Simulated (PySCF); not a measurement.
C₂H₁₀N₂OSi, SMILES C[C@@H](N)[Si@H](N)O. The structure is a stationary point at r2SCAN-D4/def2-SVP. The structure was generated by enumeration; whether it is a known compound was not checked. One conformer was computed; it need not be the lowest.

Computed equilibrium geometry at r2SCAN-D4/def2-SVP (PySCF confirms it by a frequency run) as bond lengths and angles (one conformer of several):
Atoms: C1 C2 N3 Si4 N5 O6 H7 H8 H9 H10 H11 H12 H13 H14 H15 H16. Bond lengths (Å): C1–C2 1.527, C1–H7 1.103, C1–H8 1.105, C1–H9 1.103, C2–N3 1.479, C2–Si4 1.913, C2–H10 1.108, N3–H11 1.023, N3–H12 1.022, Si4–N5 1.731, Si4–O6 1.668, Si4–H13 1.490, N5–H14 1.016, N5–H15 1.017, O6–H16 0.981. Bond angles (°): C2–C1–H7 111.3, C2–C1–H8 111.7, C2–C1–H9 111.0, H7–C1–H8 107.7, H7–C1–H9 106.6, H8–C1–H9 108.2, C1–C2–N3 114.9, C1–C2–Si4 115.8, C1–C2–H10 108.7, N3–C2–Si4 106.7, N3–C2–H10 105.8, Si4–C2–H10 104.0, C2–N3–H11 109.7, C2–N3–H12 110.5, H11–N3–H12 105.3, C2–Si4–N5 111.0, C2–Si4–O6 101.6, C2–Si4–H13 112.6, N5–Si4–O6 116.3, N5–Si4–H13 104.6, O6–Si4–H13 111.0, Si4–N5–H14 118.4, Si4–N5–H15 120.1, H14–N5–H15 109.5, Si4–O6–H16 105.6.
